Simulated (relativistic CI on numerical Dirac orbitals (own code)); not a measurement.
## Bi LVI: sensitivity of the levels to the model

Base calculation: Dirac-Coulomb-Breit CI, KLI orbitals optimised for each configuration, a model potential for QED, unscaled Slater integrals.

Configuration list (outside the closed core [Ne]): 3s2 3p6 3d10, 3s2 3p6 3d9 4s, 3s2 3p6 3d9 4p, 3s2 3p6 3d9 4d, 3s2 3p5 3d10 4s, 3s2 3p6 3d9 4f, 3s2 3p5 3d10 4p, 3s2 3p6 3d8 4s2, 3s2 3p5 3d10 4d, 3s2 3p6 3d8 4s 4p, 3s 3p6 3d10 4s, 3s2 3p6 3d9 5s, 3s2 3p5 3d10 4f, 3s2 3p6 3d8 4p2, 3s2 3p6 3d8 4s 4d, 3s2 3p6 3d9 5p. Levels of other configurations are missing.

Variants: (1) Breit term removed. Shifts of the energy above 3s2 3p6 3d10 1S_0, in eV, for the lowest level and the first level of each name with at least 55 % of one term (blank where a level changes its place among those of its configuration and J or its character, or is not in the variant):

| Level | Base | Δ(1) |
| --- | --- | --- |
| 3s2 3p6 3d10 1S_0 | 0.00 | 0.00 |
| 3s2 3p6 3d9 4s 3D_3 | 2106.43 | +1.61 |
| 3s2 3p6 3d9 4s 1D_2 | 2108.70 | +1.51 |
| 3s2 3p6 3d9 4s 3D_1 | 2222.35 | +3.65 |
| 3s2 3p6 3d9 4s 3D_2 | 2223.73 | +3.80 |
| 3s2 3p6 3d9 4p 3F°_2 | 2341.52 | +1.98 |
| 3s2 3p6 3d9 4p 3F°_4 | 2414.61 | +1.79 |
| 3s2 3p6 3d9 4p 1P°_1 | 2418.23 | +1.52 |
| 3s2 3p6 3d9 4p 3D°_3 | 2420.75 | +1.57 |
| 3s2 3p6 3d9 4p 3P°_0 | 2526.84 | +3.49 |
| 3s2 3p6 3d9 4d 1P_1 | 2628.72 | +3.29 |
| 3s2 3p6 3d9 4d 3G_5 | 2630.68 | +3.54 |
| 3s2 3p6 3d9 4d 3D_3 | 2635.56 | +3.11 |
| 3s2 3p6 3d9 4d 3F_4 | 2637.79 | +3.16 |

At this charge energies of transitions that change n are usually good to better than 1 %, and those within a shell (Δn = 0) to a few per cent.

Ionisation energy from the two ground configurations alone: base 5598.57 eV; Breit term removed 5603.36 eV. The NIST ASD value (theoretical) is 5599 eV.

LS names give the leading component of a level, which can be under half, so a name can repeat, a term be missing and a line seem to break the LS rules.
